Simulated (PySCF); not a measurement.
Problem. Give a PBE0-D3(BJ)/def2-SVP geometry of 4-methylbenzotrifluoride, `CC1=CC=C(C(F)(F)F)C=C1`.

Solution. 
Z-matrix in Å and degrees, rows numbered from 1:
```
C 
C   1  1.5001
C   2  1.3992  1  120.96
C   3  1.3917  2  121.21  1  -178.31
C   4  1.3936  3  119.84  2    -0.11
C   5  1.5010  4  120.67  3  -178.04
F   6  1.3378  5  111.53  4  -140.91
F   6  1.3395  5  111.58  4    99.83
F   6  1.3362  5  112.05  4   -20.24
C   5  1.3959  4  119.78  3     0.00
C  10  1.3898  5  119.92  4    -0.03
H   1  1.0994  2  111.56  3   -29.15
H   1  1.1029  2  110.65  3    90.25
H   1  1.0995  2  111.53  3  -150.43
H   3  1.0932  2  119.43  1     1.64
H   4  1.0914  3  120.36  2   179.76
H  10  1.0921  5  119.87  4   179.72
H  11  1.0932  2  119.44  1    -1.59
```

Of the pairs four or more bonds apart, F9···H16 is among the closest relative to their van der Waals radii: 2.42 Å, 91 % of the sum of Bondi's values. All 3 C–F bonds measure 1.336 to 1.339 Å. The 8 C–C bonds span 1.390 Å (C10–C11, aromatic) to 1.501 Å (C5–C6, drawn single), a spread of 0.111 Å. The 6-membered ring C2–C3–C4–C5–C10–C11 has internal angles of 118.1° to 121.2°; it is planar, 0.00 Å rms from its mean plane, widest ring torsion 0°.

Level of theory: PySCF, PBE0-D3(BJ)/def2-SVP geometry optimisation, gas phase.

Point group: C1 (no symmetry element, even within 0.4 Å). PBE0-D3(BJ)/def2-SVP frequencies: not computed here.
